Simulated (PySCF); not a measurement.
## Xe: ionisation energy

Xe [Xe] (1S) → Xe⁺ [Kr] 4d10 5s2 5p5 (2P), as a difference of total energies. Calculation: PySCF 2.14, in def2-TZVP with the def2 core potential (28 electrons); scalar relativity through the core potential. Correlated levels: valence: 4s2 4p6 4d10 frozen. The calculations carry no spin-orbit coupling.

```
           method  ionisation energy (eV)
              UHF                  11.466
           M06-2X                  12.269
            B3LYP                  12.432
    MP2 (valence)                  12.259
SCS-MP2 (valence)                  12.187
   CCSD (valence)                  12.163
CCSD(T) (valence)                  12.199
```

Question: How much does correlation contribute at CCSD(T) (valence)?

Answer: 12.199 − (11.466) = 0.733 eV, measured against UHF.

Errors of the correlated levels include the incompleteness of this basis and the frozen core.

For comparison: 12.565 eV (measured; NIST levels, between the centres of gravity of the two terms).
